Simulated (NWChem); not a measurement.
System: CH7NOSi; SMILES NC[SiH2]O

NWChem input:

```
start job
memory heap 200 mb stack 900 mb global 1100 mb
geometry units angstroms noautosym nocenter noautoz
  N      0.121030     2.192192     0.011962
  C     -0.698562     0.980621     0.029427
  Si     0.371029    -0.578422     0.013920
  O     -0.447068    -2.033255     0.097932
  H      0.736692     2.225980     0.822935
  H      0.725194     2.212799    -0.808180
  H     -1.391067     1.001717    -0.830277
  H     -1.349528     0.995515     0.920298
  H      1.259802    -0.542573     1.212131
  H      1.225181    -0.508460    -1.221134
  H     -0.925192    -2.310156    -0.688365
end
basis spherical
  N library 6-311g**
  C library 6-311g**
  Si library 6-311g**
  O library 6-311g**
  H library 6-311g**
end
dft
  xc bhlyp
  iterations 150
end
tddft
  cis
  ecut -63.0
  nroots 6
  notriplet
end
task tddft energy
```

Structure relaxed at the PBE0/def2-SVP level.

Core excitations by TDA in a window of 1s orbitals, non-relativistic and unshifted: absolute energies depend strongly on the exact-exchange share.

Predict the main results of this run. (BHandHLYP/6-311G** (spherical d), restricted-window TDA.) Quantities: first 1s excitation (eV); dipole oscillator strength of the first; first state with f > 0.002 (eV); dipole oscillator strength of that state.


```
Property                                   Value
----------------------------------------  ------
first 1s excitation (eV)                  1823.7
dipole oscillator strength of the first   0.0043
first state with f > 0.002 (eV)           1823.7
dipole oscillator strength of that state  0.0043
```
